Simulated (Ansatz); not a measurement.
`CCCCCCCCCC[S][Ag]` with charge +1. Charge 1, multiplicity 2. Geometry PBE-D4/def2-SVP, that of the neutral singlet; atoms count from 1.

```xyz
33

C    -1.380   -4.790   -0.367
C    -2.402   -3.753   -0.840
C    -2.393   -2.438   -0.047
C    -1.102   -1.622   -0.169
C    -1.143   -0.289    0.583
C     0.146    0.527    0.464
C     0.096    1.871    1.198
C     1.402    2.677    1.156
C     1.816    3.142   -0.245
C     3.119    3.938   -0.260
S     3.623    4.603   -1.897
Ag    3.629    2.691   -3.247
H    -1.464   -5.734   -0.942
H    -0.337   -4.430   -0.480
H    -1.528   -5.039    0.706
H    -2.231   -3.529   -1.917
H    -3.420   -4.195   -0.785
H    -3.246   -1.808   -0.383
H    -2.588   -2.657    1.028
H    -0.239   -2.218    0.203
H    -0.890   -1.431   -1.246
H    -1.363   -0.478    1.658
H    -1.999    0.319    0.208
H     0.368    0.692   -0.614
H     1.000   -0.072    0.855
H    -0.179    1.688    2.260
H    -0.730    2.488    0.777
H     2.223    2.068    1.599
H     1.299    3.567    1.815
H     1.944    2.264   -0.921
H     1.008    3.755   -0.701
H     3.014    4.850    0.371
H     3.946    3.344    0.181
```

In the def2 sets Ag takes a core potential; there is no spin–orbit coupling.

Problem. Estimate the Mulliken populations of the heavy atoms from the PBE0/def2-SVP orbitals of Ansatz.

Solution. 
```
atom  charge (e)  spin (α − β)  d electrons
  C1       -0.10          0.00            –
  C2       -0.08          0.00            –
  C3       -0.07          0.00            –
  C4       -0.08          0.00            –
  C5       -0.06          0.00            –
  C6       -0.10          0.00            –
  C7       -0.05          0.00            –
  C8       -0.06          0.01            –
  C9       -0.11          0.03            –
 C10       -0.19         -0.05            –
 S11        0.15          0.97            –
Ag12        0.56          0.00         9.92
```
Mulliken values depend strongly on the basis.

Problem. Where does the spin sit?

Solution. Summed by element: C -0.01, S 0.97, Ag 0.00, H 0.04, of 1 unpaired in all. Largest on single atoms: S11 0.97, C10 -0.05, H33 0.04.

Problem. And the Mayer bond orders between heavy atoms (over 0.3)?

Solution. S11–Ag12 0.79 (2.34 Å); C1–C2 1.08 (1.53 Å); C2–C3 1.08 (1.54 Å); C3–C4 1.06 (1.53 Å); C4–C5 1.07 (1.53 Å); C5–C6 1.07 (1.53 Å); C6–C7 1.06 (1.53 Å); C7–C8 1.08 (1.54 Å); C8–C9 1.05 (1.53 Å); C9–C10 1.00 (1.53 Å); C10–S11 1.01 (1.84 Å).
